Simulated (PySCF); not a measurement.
Cd(I)(SeH) (CdHISe), SMILES [SeH][Cd][I].

Coordinates come from a PBE0-D3(BJ)/def2-SVP optimisation. The structure was generated by enumeration; whether it is a known compound was not checked. The def2 effective core potentials stand for the cores of Cd, I; spin–orbit coupling is left out. The values are those of a single conformer.

Calculation: PySCF with ωB97X/def2-TZVPD.

Symmetry labels are those of the subgroup Cs that the program uses (full group Cs).

Computed valence orbital energies around the gap with their symmetry:
```
orbital  symmetry  energy (eV)
-------  --------  -----------
HOMO−7         A"       -18.56
HOMO−6         A'       -18.48
HOMO−5         A'       -13.28
HOMO−4         A'       -11.98
HOMO−3         A'       -10.45
HOMO−2         A"        -9.99
HOMO−1         A'        -9.91
HOMO           A"        -9.40
LUMO           A'        -0.20
LUMO+1         A'         0.61
LUMO+2         A"         0.91
LUMO+3         A'         1.38
```
